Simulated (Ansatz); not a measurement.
Stretching the Si3–H4 bond in H4Si2 (SMILES [SiH][SiH3]) (multiplicity 1 held, fragments rigid). Energies count from the point at 1.489 Å.
Geometry at that point (charge 0, multiplicity 1):
```csv
atom,x (Å),y (Å),z (Å)
Si,-0.0034,1.0372,0.8259
H,-0.4439,1.8615,-0.3774
Si,0.0292,-0.8910,-0.5979
H,0.9795,-0.6606,-1.7212
H,-1.3262,-1.1003,-1.1784
H,0.4294,-2.1475,0.0843
```

Signs of static correlation in cc-pV(T+d)Z, from Ansatz (a program for electronic structure) runs.

```
R (Å)  T1 of restricted CCSD  ⟨S²⟩ of UHF  largest double amplitude of restricted CCSD
-----  ---------------------  -----------  -------------------------------------------
1.191                  0.015        0.513                                        0.086
1.340                  0.015        0.507                                        0.086
1.489                  0.015        0.501                                        0.085
1.638                  0.016        0.495                                        0.084
1.787                  0.016        0.490                                        0.084
2.011                  0.018        0.509                                        0.083
2.234                  0.022          [?]                                        0.086
2.606                  0.033          [?]                                        0.137
2.979                  0.050        1.334                                        0.283
3.425                  0.073        1.397                                        0.502
4.021                  0.095        1.421                                        0.736
4.766                  0.104        1.427                                        0.888
```

Problem. Some entries are withheld; supply them.

Solution. 
- 2.234, ⟨S²⟩ of UHF: 0.790
- 2.606, ⟨S²⟩ of UHF: 1.186

Doubts at one or more of the structures used: a restricted determinant that unrestricted orbitals would lower (R-CCSD(T)/cc-pV(T+d)Z); T1 above 0.05 (R-CCSD(T)/cc-pV(T+d)Z, U-CCSD(T)/cc-pV(T+d)Z); other coupled-cluster roots lie near (R-CCSD(T)/cc-pV(T+d)Z); a spin-contaminated determinant (U-CCSD(T)/cc-pV(T+d)Z); the program's own flag: large difference (U-CCSD(T)/cc-pV(T+d)Z).
